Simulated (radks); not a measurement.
Values are calculated unless marked as measured or tabulated.
Removal energies from the iridium ion Ir11+, [Kr] 4d10 4f14 5s2 5p4, by Delta-SCF beside the eigenvalue of the level emptied. Level of theory: scalar-relativistic Kohn-Sham, r2SCAN, spin-polarised, spherical densities, finite nucleus; meta-GGA in the generalised Kohn-Sham scheme; Fermi nuclear charge, rms radius of each element as measured or else 0.836 A^(1/3) + 0.57 fm (a radial shooting solver on a logarithmic mesh with Libxc functionals). Open shells are filled with parallel spins first.

removed from,final configuration,Delta-SCF (eV),-eigenvalue (eV)
5p,[Kr] 4d10 4f14 5s2 5p3,237.85,228.18
4f,[Kr] 4d10 4f13 5s2 5p4,269.67,252.32
5s,[Kr] 4d10 4f14 5s1 5p4,288.00,277.46
4d,[Kr] 4d9 4f14 5s2 5p4,503.90,486.23
